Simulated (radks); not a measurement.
Task: The mean radii <r> (bohr) of the occupied orbitals of an atom or ion are listed with their occupations. All-electron calculation, non-relativistic Kohn-Sham, PBE, spin-polarised, spherical densities, point nucleus. Program: a radial shooting solver on a logarithmic mesh with Libxc functionals.

| orbital | occ. | <r> |
|---|---|---|
| 1s up | 1 | 0.2709 |
| 1s down | 1 | 0.2705 |
| 2s up | 1 | 1.459 |
| 2s down | 1 | 1.483 |
| 2p up | 1 | 1.500 |
| 3p up | 1 | 6.898 |

Name the element and its charge. Open shells, if any, are filled with parallel spins first.

Result: Z = 6, carbon, charge 0: C in [He] 2s2 2p1 3p1. The 1s radius gives Z: for a bare nucleus <r> = 1.5/Z, 0.25 bohr for Z = 6, and screening makes it slightly larger (0.2709 here). The occupations add up to 6, and the charge is Z minus that.
